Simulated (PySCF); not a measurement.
How the functional moves excitation energies

Species: CH6B2S.
SMILES: `BBSC`

Linear-response calculations in the def2-SVPD basis (PySCF; singlets by full response, triplets Tamm–Dancoff, core orbitals frozen in the response; HF means time-dependent Hartree–Fock). 'Strongest' is the level of largest summed f among the singlets computed (10 roots, of which the last may lack a degenerate partner); it can jump between rows when another state enters that window. S1 is the lowest singlet of each run and needn't be the same state throughout; f(S1) is that of one state. Isolated species at its PBE0-D3(BJ)/def2-SVP geometry (one conformer only).

```tsv
functional	kind	S1 (eV)	f(S1)	strongest (eV)	T1 (eV)	HOMO (eV)	gap (eV)	ionisation energy, ΔSCF (eV)
LDA	LDA	3.56	0.000	5.63	3.43	-6.73	3.52	9.87
PBE	GGA	3.75	0.000	5.73	3.50	-6.63	3.72	9.72
B3LYP	global hybrid, 20% exact exchange	4.40	0.001	5.83	3.90	-7.50	5.39	9.86
PBE0	global hybrid, 25% exact exchange	4.57	0.002	5.90	3.83	-7.74	5.84	9.84
BHandHLYP	global hybrid, 50% exact exchange	4.93	0.001	6.22	4.21	-8.70	7.86	9.74
CAM-B3LYP	range-separated hybrid	4.71	0.001	6.04	4.02	-9.01	8.21	9.90
wB97X-D	range-separated hybrid	4.83	0.001	6.04	4.20	-9.54	9.57	9.91
LC-wPBE	range-separated hybrid	4.88	0.001	6.25	4.03	-10.39	10.80	9.96
HF	Hartree–Fock	5.47	0.001	6.84	4.48	-10.27	11.83	not settled
```

S1 runs from 3.56 eV (LDA) to 5.47 eV (HF), a spread of 1.91 eV, while the orbital gap spreads over 8.3 eV. Along PBE (0%), B3LYP (20%), PBE0 (25%), BHandHLYP (50%), HF (100%) S1 rises with the share of exact exchange. −ε(HOMO) comes closest to its own ΔSCF ionisation energy with wB97X-D (-0.37 eV) and misses most with LDA (-3.14 eV). 'Not settled' means that the ion's SCF failed to converge or may have ended in another state than the lowest.
